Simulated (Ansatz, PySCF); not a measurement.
Species: SnSe, net charge 0, singlet state. 
Structure (B3LYP-D3(BJ)/def2-TZVP (Ansatz, a first-principles code) minimum search):
```xyz
2

Sn     0.0000     0.0000    -0.9497
Se     0.0000     0.0000     1.3966
```
Charge 0, spin multiplicity 1.

Dipole moments at this geometry, in debye (magnitudes).

| level | program | dipole (D) |
|---|---|---|
| PBE/def2-TZVPD | Ansatz | 2.89 |
| r2SCAN/def2-TZVPD | Ansatz | 3.01 |
| B3LYP/def2-TZVPD | Ansatz | 3.16 |
| TPSSh/def2-TZVPD | PySCF | ? |
| r2SCANh/def2-TZVPD | Ansatz | 3.12 |
| r2SCAN0/def2-TZVPD | Ansatz | 3.29 |
| M06-2X/def2-TZVPD | PySCF | 3.66 |
| CAM-B3LYP/def2-TZVPD | Ansatz | 3.44 |
| wB97X-V/def2-TZVPD | Ansatz | 3.60 |
| CCSD(T)/def2-SVPD | Ansatz | ? |

Task: What belongs in the gaps?

Result: 
- TPSSh/def2-TZVPD, dipole (D): 3.10
- CCSD(T)/def2-SVPD, dipole (D): 2.79
